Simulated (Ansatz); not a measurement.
Ge(CCH)2H2 (C4H4Ge). Charge 0, multiplicity 3. Geometry PBE0-D4/def2-SVP, that of the neutral singlet; atoms count from 1.

```xyz
9

Ge   -0.900   -0.127    0.404
C    -0.067    1.546    0.065
C     0.465    2.618   -0.147
H     0.935    3.568   -0.334
C     0.268   -1.517   -0.154
C     1.008   -2.411   -0.514
H     1.664   -3.202   -0.832
H    -2.205   -0.213   -0.396
H    -1.168   -0.262    1.907
```

At PBE0-D4/def2-TZVP a singlet of charge 0 lies 5.11 eV below the triplet at the same geometry.

(1) Estimate the Mulliken populations from the PBE0/def2-TZVP orbitals of Ansatz.

(2) Where does the spin sit?

(3) And the Mayer bond orders between heavy atoms (over 0.3)?

Results:

(1) 
| atom | charge (e) | spin (α − β) |
| --- | --- | --- |
| Ge1 | 0.21 | 0.03 |
| C2 | 0.02 | 0.93 |
| C3 | -0.35 | 1.04 |
| H4 | 0.21 | -0.06 |
| C5 | 0.01 | 0.03 |
| C6 | -0.34 | 0.01 |
| H7 | 0.18 | 0.00 |
| H8 | 0.03 | 0.01 |
| H9 | 0.03 | 0.01 |
Mulliken values depend strongly on the basis.

(2) Summed by element: Ge 0.03, C 2.01, H -0.03, of 2 unpaired in all. Largest on single atoms: C3 1.04, C2 0.93, H4 -0.06.

(3) Ge1–C2 0.94 (1.90 Å); Ge1–C5 0.78 (1.90 Å); C2–C3 2.12 (1.22 Å); C5–C6 3.00 (1.22 Å).
